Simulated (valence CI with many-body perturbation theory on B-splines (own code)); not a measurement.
# Forbidden lines of Pd5+

Method: valence CI with perturbative core correlation (CI+MBPT): five valence electrons over a frozen Dirac-Fock core [Kr], radial functions for each j: 7 s, 7 p, 8 d, 6 f, 4 g, 1 h, with the one-electron correlation potential Σ1, the two-electron term Σ2, the three-electron term Σ3, Breit, model QED; selected CI, second order for the rest, scaled by the run's own slope (own B-spline code, finite nucleus).

No measured levels were compared; by estimate terms of the open shell hold to 2 to 4 % of their energy, and close levels can change places; different configurations can be misplaced against each other by 1,000 to 8,000 cm⁻¹. Core correlation moves these levels by up to 20000 cm⁻¹, and in measured spectra 5 to 20 % of such shifts remained as error; rates that hang on mixing are uncertain with them. Among the levels kept, up to 1900 cm⁻¹ of a level comes from second order outside the variational space, and about a tenth of that is noise between levels of different J, which matters for small intervals. Only levels of the ground parity were solved; by the run's estimate the other parity begins above the list, which can be wrong where configurations are misplaced.

Lines 1 to 50 of 120 in falling wavelength, among levels below 208870 cm⁻¹, chosen from the decays that carry over 1 % of a level's rate. Wavelengths and rates use the calculated energies, so an error of 2000 cm⁻¹ moves a line at 4347 nm by 87 % and its rate by three times that or more. Electric multipoles are in the length gauge, E1 and E2 with the static RPA response of the core. S is in atomic units (e²a₀⁴ for E2 and M2, e²a₀⁶ for E3), for M1 in squared Bohr magnetons. Weak lines are less certain than strong ones. Lines between different terms over intervals too small for the method are left out, as are lines whose strength nearly cancels. Intervals below about 2000 cm⁻¹, as at the head of this list, are uncertain by tens of per cent.

Names give the largest LS component (configuration and term), which can be under half, so a name can repeat, a term be missing and a line seem to break the LS rules; names also repeat where a configuration has a term twice. Letters in brackets count levels of one name in rising energy.

```
λ vac (nm)           Upper           Lower  Type   A (s⁻¹)  S (a.u.)
     70220      4d5 4G_9/2     4d5 4G_11/2    M1  9.96e-05  1.28e+01
     48290     4d5 4G_11/2      4d5 4G_7/2    E2  4.91e-14  1.38e-02
     28610      4d5 4G_9/2      4d5 4G_7/2    M1  1.89e-03  1.64e+01
     16600      4d5 4G_7/2      4d5 4G_5/2    M1  8.86e-03  1.20e+01
      9254     4d5 2I_13/2     4d5 2I_11/2    M1  1.44e-02  5.92e+00
      7840      4d5 4P_1/2      4d5 4P_3/2    M1  1.15e-01  4.12e+00
      6273      4d5 4F_5/2      4d5 4F_7/2    M1  1.37e-01  7.53e+00
      4474      4d5 4F_3/2      4d5 4F_5/2    M1  3.47e-01  4.62e+00
      4347      4d5 4F_5/2  4d5 2D_3/2 [a]    M1  1.73e-01  3.17e+00
      4218      4d5 4D_5/2      4d5 4D_7/2    M1  2.30e-01  3.84e+00
      3139      4d5 4P_5/2      4d5 4G_5/2    M1  1.81e-01  1.25e+00
      3122      4d5 4D_1/2      4d5 4P_1/2    M1  1.05e+00  2.36e+00
      3084  4d5 2F_7/2 [a]      4d5 4F_9/2    M1  1.60e-01  1.39e+00
      2771      4d5 4D_7/2      4d5 4P_5/2    M1  4.88e-01  3.08e+00
      2717      4d5 2H_9/2      4d5 4F_9/2    M1  5.46e-01  4.06e+00
      2652  4d5 2F_5/2 [a]  4d5 2F_7/2 [a]    M1  1.69e-01  7.00e-01
      2643      4d5 2H_9/2      4d5 4F_7/2    M1  1.10e-01  7.51e-01
      2433  4d5 2G_7/2 [a]      4d5 4F_5/2    M1  9.10e-02  3.88e-01
      2257  4d5 2G_9/2 [a]      4d5 2H_9/2    M1  9.83e-01  4.19e+00
      2233      4d5 4D_1/2      4d5 4P_3/2    M1  3.84e-01  3.17e-01
      2205      4d5 4F_3/2  4d5 2D_3/2 [a]    M1  3.84e-01  6.10e-01
      1978  4d5 2F_7/2 [a]  4d5 2D_5/2 [a]    M1  1.00e+00  2.30e+00
      1950      4d5 4D_5/2      4d5 4P_3/2    M1  2.21e-01  3.64e-01
      1854      4d5 4D_3/2      4d5 4P_3/2    M1  1.11e+00  1.05e+00
      1785  4d5 2G_7/2 [a]      4d5 4F_9/2    M1  4.15e-01  7.00e-01
      1753  4d5 2G_7/2 [a]      4d5 4F_7/2    M1  6.38e-01  1.02e+00
      1711      4d5 4D_7/2      4d5 4G_9/2    M1  1.39e-01  2.07e-01
      1672      4d5 4D_5/2      4d5 4P_5/2    M1  4.62e-01  4.80e-01
      1615      4d5 4D_7/2      4d5 4G_7/2    M1  2.08e-01  2.60e-01
      1602      4d5 4D_3/2      4d5 4P_5/2    M1  3.24e-01  1.97e-01
      1498     4d5 2H_11/2      4d5 4F_9/2    M1  2.32e-01  3.47e-01
      1348  4d5 2G_7/2 [a]  4d5 2D_5/2 [a]    M1  1.41e-01  1.03e-01
      1329  4d5 2D_5/2 [a]      4d5 4D_5/2    M1  4.78e-01  2.49e-01
      1279  4d5 2F_5/2 [a]  4d5 2D_3/2 [a]    M1  1.15e+00  5.37e-01
      1168      4d5 4D_5/2      4d5 4G_7/2    M1  1.25e-01  4.42e-02
      1133  4d5 2F_5/2 [a]  4d5 2D_5/2 [a]    M1  4.38e+00  1.42e+00
      1082      4d5 4F_7/2      4d5 4D_5/2    M1  1.97e-01  7.41e-02
      1042      4d5 2H_9/2     4d5 2I_11/2    M1  5.94e-01  2.49e-01
      1010  4d5 2D_5/2 [a]      4d5 4D_7/2    M1  3.43e-01  7.88e-02
     946.2      4d5 4F_5/2      4d5 4D_3/2    M1  1.55e-01  2.93e-02
     923.1      4d5 4F_5/2      4d5 4D_5/2    M1  1.42e+00  2.48e-01
     868.5     4d5 2H_11/2     4d5 2I_13/2    M1  1.92e+00  5.59e-01
     861.3      4d5 4F_7/2      4d5 4D_7/2    M1  5.20e-02  9.86e-03
     859.5     4d5 2I_11/2      4d5 4G_9/2    M1  2.36e-01  6.67e-02
     853.9      4d5 4F_9/2      4d5 4D_7/2    M1  1.05e+00  2.43e-01
     849.1     4d5 2I_11/2     4d5 4G_11/2    M1  8.02e-01  2.18e-01
     807.4  4d5 2D_3/2 [a]      4d5 4P_1/2    M1  9.85e-01  7.69e-02
     794.7  4d5 2F_7/2 [a]      4d5 4D_5/2    M1  2.07e-01  3.08e-02
     794.0     4d5 2H_11/2     4d5 2I_11/2    M1  4.68e+00  1.04e+00
     790.2  4d5 2D_5/2 [a]      4d5 4P_3/2    M1  9.72e-01  1.07e-01
```
